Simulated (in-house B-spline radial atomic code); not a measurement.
A radial electron density 4πr²n(r) was computed for an atom or ion in its tabulated ground configuration with an all-electron radial atomic-structure program (B-spline basis); method: non-relativistic LDA PW92, spin-polarised, spherical fractional occupations. Columns: r (bohr), 4πr²n(r) (electrons per bohr), bar.

```
 0.00363   0.3931 #
 0.00422   0.5213 #
 0.00492   0.6929 ##
 0.00573   0.9158 ##
 0.00667    1.204 ###
 0.00776    1.574 ####
 0.00904    2.051 #####
  0.0105     2.64 ######
  0.0123    3.421 ########
  0.0143    4.338 ###########
  0.0166    5.432 #############
  0.0194    6.785 ################
  0.0225    8.269 ####################
  0.0262    9.968 ########################
  0.0305    11.78 #############################
  0.0356    13.66 #################################
  0.0414    15.38 #####################################
  0.0482    16.84 #########################################
  0.0562    17.83 ###########################################
  0.0654    18.17 ############################################
  0.0761    17.77 ###########################################
  0.0887    16.63 ########################################
   0.103    14.98 ####################################
    0.12    13.08 ################################
    0.14    11.42 ############################
   0.163    10.46 #########################
    0.19    10.44 #########################
   0.221    11.29 ###########################
   0.257    12.58 ##############################
     0.3     13.7 #################################
   0.349    13.92 ##################################
   0.406     12.9 ###############################
   0.473    10.69 ##########################
   0.551    7.785 ###################
   0.641    4.923 ############
   0.747    2.622 ######
   0.869    1.165 ###
    1.01   0.4203 #
    1.18   0.1131 
    1.37  0.02414 
     1.6 0.003449
```

Which atom or ion is it?
A. S8+
B. Ar10+
C. Si8+
D. S9+

A. The area under the curve, ∫4πr²n dr = ∫r·4πr²n d(ln r) on this logarithmic grid, is 8 electrons; among the options with that count, the innermost peak, which lies near 1/Z bohr, picks Z = 16. The configuration is [He] 2s2 2p4.
